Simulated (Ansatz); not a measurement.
`C#CCCCCCC` + `NCCO` → `COCCN` + `C#CCCCCC`  (substitution at a C–C bond)

Program: Ansatz. Geometries: PBE0-D4/def2-TZVP. ΔE: electronic, gas phase. CCSD(T)/CBS is the MP2 limit (def2-TZVPP, def2-QZVPP) plus CCSD(T) − MP2 in def2-TZVPP, frozen cores. This one scheme is used for every species. DFT in def2-TZVPP. Each species was taken in one conformer, which may not be the lowest.

```csv
species,LDA (SPW92) energy (Eh)
`C#CCCCCCC`,-310.36034
`NCCO`,-208.72895
`COCCN`,-247.66820
`C#CCCCCC`,-271.40604
```

Task: Work out ΔE.

Result: ΔE = (-247.66820) + (-271.40604) − (-310.36034) − (-208.72895) = 0.01505 Eh = +9.4 kcal/mol. CCSD(T)/CBS gives +10.9 kcal/mol.

Largest T1 diagnostic among the species: 0.010.

From BLYP to BHLYP (50 % exact exchange), in def2-TZVPP and without D4, ΔE moves by +1.3 kcal/mol. At CCSD(T), def2-SVP lies −2.0 kcal/mol from the extrapolated value and def2-TZVPP −0.8 kcal/mol. Leaving LDA and LC-ωPBE aside and taking each functional with its dispersion term where it has one, the values, not all of them listed here, spread over 3.0 kcal/mol, from BLYP-D4 to PBE-QIDH.
